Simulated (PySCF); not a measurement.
Si(H)2(OH)2 (H₄O₂Si), SMILES O[SiH2]O. The structure is a stationary point at r2SCAN-D4/def2-TZVP. The values are those of a single conformer.

Level of theory: r2SCAN-D4/def2-TZVP in PySCF 2.14.0.

Harmonic wavenumbers (cm⁻¹): 245, 282, 364, 620, 750, 817, 867, 887, 926, 966, 974, 2239, 2242, 3859, 3861. Rotational constants (GHz): 23.47, 7.251, 6.099; symmetry number 2.

Task: Work out the zero-point energy and the ideal-gas rigid-rotor harmonic-oscillator thermochemistry at 298.15 K and 1 atm.

Result: ZPE = ½ Σ hcν = ½ × 19898 cm⁻¹ = 28.45 kcal/mol. H − E(el) = 31.98 kcal/mol. Entropy in cal/(mol K): translation 38.39, rotation 21.88, vibration 5.90, total 66.17. G − E(el) = 12.25 kcal/mol. Cp = 17.69 cal/(mol K).
